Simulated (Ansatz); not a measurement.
Relaxation of BH$_{5}$MgSn (8 atoms, charge 0, multiplicity 1), to a largest force component of 0.015 eV/Å in at most 40 steps.

These are results of RKS BHLYP/def2-SVP (Ansatz 0.2.0), not measurements.

```xyz
8
Properties=species:S:1:pos:R:3
B -1.047 1.492 -1.089
Sn -0.076 -0.088 0.064
Mg 0.514 -2.435 1.015
H -1.871 2.152 -0.603
H -0.840 1.599 -2.228
H 0.283 0.721 1.550
H 1.564 0.059 -0.496
H 1.473 -3.501 1.786
```

Task: Where does it end, and by what steps?

Result: It converged. After 10 steps the energy has fallen by 0.528 eV; H8 moved furthest, 1.20 Å.

| step | energy less start (eV) | largest force component (eV/Å) | accepted |
| --- | --- | --- | --- |
| 0 | 0.0000 | 0.875 | yes |
| 1 | -0.0882 | 0.958 | yes |
| 2 | -0.2397 | 0.331 | yes |
| 3 | -0.3269 | 0.219 | yes |
| 4 | -0.4065 | 0.132 | yes |
| 5 | -0.4501 | 0.233 | yes |
| 6 | -0.4955 | 0.104 | yes |
| 7 | -0.5179 | 0.105 | yes |
| 8 | -0.5243 | 0.169 | yes |
| 9 | -0.5277 | 0.078 | yes |
| 10 | -0.5282 | 0.004 | yes |

```xyz
8
Properties=species:S:1:pos:R:3
B -1.102 1.093 -1.016
Sn 0.603 0.445 0.283
Mg 0.500 -2.253 0.924
H -2.140 1.452 -0.536
H -1.032 1.009 -2.210
H 0.628 1.368 1.733
H 2.099 0.782 -0.494
H 0.444 -3.897 1.317
```

The run took 36 s on 1 thread of Intel(R) Xeon(R) Platinum 8488C (Sapphire Rapids), on a shared host, peak memory 0.18 GiB.
